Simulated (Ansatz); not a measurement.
Frontier orbitals of C2H3ClInNO, SMILES `[CH3][In]([Cl])[N]=C=O`.

Cartesian coordinates in Å:
```
C 1.906 0.146 -0.650
In -0.055 0.458 0.090
Cl -0.949 2.503 0.744
N -1.418 -1.026 0.326
C -2.554 -1.111 0.718
O -3.651 -1.266 1.084
H 2.126 0.895 -1.410
H 1.980 -0.854 -1.073
H 2.614 0.254 0.172
```

Total charge 0; spin multiplicity 1. Correlated methods include outer-core shells of In, which these sets cover unevenly. In: def2 effective core potential. Geometry: relaxed with PBE0-D4/def2-TZVP. It is one conformer, not always the lowest. Basis def2-TZVPP, the Gaussian-basis code of Ansatz.

| functional | HOMO (eV) | LUMO (eV) |
| --- | --- | --- |
| r2SCAN | -7.29 | -2.18 |

Question: Give HOMO and LUMO (eV) with LDA (SPW92), PBE, revPBE, BLYP, B97M-V, PBE0, B3LYP, r2SCANh, r2SCAN0, HSE06 (plane-wave form), BHLYP, CAM-B3LYP, LC-ωPBE, ωB97X-V, ωB97M-V, HF. (Best estimate.)

Answer: The calculation gave: 
```
             functional    HOMO   LUMO
            LDA (SPW92)   -7.23  -2.71
                    PBE   -6.99  -2.42
                 revPBE   -6.90  -2.31
                   BLYP   -6.85  -2.39
                 B97M-V   -7.29  -2.29
                   PBE0   -8.36  -1.60
                  B3LYP   -8.10  -1.89
                r2SCANh   -7.80  -1.86
                r2SCAN0   -8.58  -1.46
HSE06 (plane-wave form)   -7.96  -1.96
                  BHLYP   -9.62  -0.96
              CAM-B3LYP   -9.71  -0.81
                LC-ωPBE  -11.05   0.34
                ωB97X-V  -10.68   0.20
                ωB97M-V  -10.58  -0.08
                     HF  -11.65   0.88
```

B3LYP here is the variant with VWN-RPA as its local correlation; programs differ in this. LC-ωPBE has ω = 0.4 bohr⁻¹.
